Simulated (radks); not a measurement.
Values are calculated unless marked as measured or tabulated.
Question: Radial electron density D(r) = 4 pi r^2 rho(r) of an atom or ion with 4 electrons. Code: a radial shooting solver on a logarithmic mesh with Libxc functionals. Model: scalar-relativistic Kohn-Sham, PBE, spin-polarised, spherical densities, finite nucleus; Fermi nuclear charge, rms radius of each element as measured or else 0.836 A^(1/3) + 0.57 fm.

```
   r/bohr * D(r) (the largest magnitude, 31.1, reaches the edge; | marks zero)
 0.004009 |   *
 0.004858 |     *
 0.005886 |       *
 0.007132 |          *
 0.008642 |              *
  0.01047 |                   *
  0.01269 |                         *
  0.01537 |                               *
  0.01863 |                                      *
  0.02257 |                                             *
  0.02735 |                                                   *
  0.03314 |                                                      *
  0.04015 |                                                     *
  0.04865 |                                                *
  0.05895 |                                        *
  0.07142 |                             *
  0.08654 |                   *
   0.1049 |             *
   0.1271 |            *
    0.154 |              *
   0.1865 |                *
    0.226 |                *
   0.2739 |           *
   0.3318 |      *
   0.4021 |  *
   0.4872 |*
   0.5903 *
   0.7153 *
```

What is the nuclear charge?

Answer: Z = 27. The innermost maximum, from 1s, lies near gamma/Z bohr with gamma = sqrt(1 - (Z/c)^2) = 0.980, here 0.0363 bohr (found: 0.0353), and its height grows with Z. The density is that of the cobalt ion Co23+ in [He] 2s2; the configuration itself is not fixed sharply by these data, and Z only to about a unit. D(r) has 2 maxima, at r = 0.0353, 0.196 bohr, and minima at 0.121 bohr, inside which lie 2.07 electrons.
